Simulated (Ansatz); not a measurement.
Reaction (ligand exchange at the Si–O bond): `[SiH3][O][Mg][O][SiH3]` + `[NH2][SnH3]` → `[SiH3][NH][SnH3]` + `[OH][Mg][O][SiH3]`

Isolated molecules relaxed with PBE0-D4/def2-TZVP in Ansatz; ΔE leaves out vibrations. CBS: MP2 limit from def2 TZ/QZ plus the TZ coupled-cluster correction, frozen cores. DFT in def2-TZVPP. HSE06 is defined as in plane-wave codes. Elements past krypton have def2 core potentials. For Mg, Sn outer-core shells are correlated without core-valence functions, which leaves a few kJ/mol of doubt a bond. Each species was taken in one conformer, which may not be the lowest.

`[SiH3][O][Mg][O][SiH3]`:

Cartesian coordinates in Å:
```
Si 0.351 2.254 2.517
O 0.183 1.190 1.316
Mg -0.002 0.007 -0.006
O -0.186 -1.176 -1.327
Si -0.351 -2.255 -2.516
H 0.131 3.649 2.036
H -0.628 1.993 3.611
H 1.719 2.189 3.108
H -0.710 -1.591 -3.802
H 0.915 -3.014 -2.735
H -1.423 -3.244 -2.202
```

`[NH2][SnH3]`:

```xyz
7

N    -0.123   -0.707   -1.066
Sn    0.231    0.320    0.652
H    -0.987   -1.235   -1.039
H    -0.164   -0.109   -1.881
H     0.296   -0.851    1.890
H     1.729    1.101    0.429
H    -0.981    1.481    1.015
```

`[SiH3][NH][SnH3]`:

Cartesian coordinates in Å:
```
Si -1.141 -0.495 1.082
N 0.452 -0.292 0.487
Sn 0.993 0.575 -1.262
H -1.407 -1.891 1.533
H -2.058 -0.167 -0.045
H -1.479 0.399 2.228
H 1.222 -0.501 1.105
H 2.669 0.297 -1.414
H 0.652 2.249 -1.210
H 0.097 -0.173 -2.503
```

`[OH][Mg][O][SiH3]`:

Cartesian coordinates in Å:
```
O -1.774 2.817 -0.058
Mg -0.836 1.334 -0.048
O 0.111 -0.183 0.024
Si 0.963 -1.548 0.086
H -2.221 3.609 -0.324
H 0.377 -2.597 -0.800
H 2.374 -1.330 -0.352
H 1.005 -2.103 1.471
```

```csv
level,ΔE (kJ/mol)
PBE-D4,59.4
PBE0-D4,60.0
HSE06-D4,60.1
ωB97M-V,61.2
revPBE,64.8
CAM-B3LYP,66.4
CCSD(T)/def2-TZVPP,64.9
HF/CBS(def2),74.7
```

Question: What does CCSD(T)/CBS give? (An estimate is asked.)

Answer: The calculation gave: +65.4 kJ/mol. The listed levels differ from it by -6.0, -5.4, -5.3, -4.2, -0.6, 1.0, -0.5, 9.3 kJ/mol.

Largest T1 diagnostic among the species: 0.013.

In def2-TZVPP, CCSD(T) changes the Hartree–Fock value by −8.6 kJ/mol (the triples alone add −0.9 kJ/mol) and MP2 by −11.1 kJ/mol. The D4 term adds −5.3 kJ/mol with B3LYP and −2.9 kJ/mol with PBE0; it sums over pairs of atoms, weighted by their polarisabilities, and B3LYP, whose exchange is more repulsive, gets the larger term. Leaving LDA and LC-ωPBE aside and taking each functional with its dispersion term where it has one, the values, not all of them listed here, spread over 10.1 kJ/mol, from revPBE-D4 to B97M-V. LDA lies −5.8 kJ/mol from PBE without D4.

B3LYP here is the variant with VWN-RPA as its local correlation; programs differ in this.
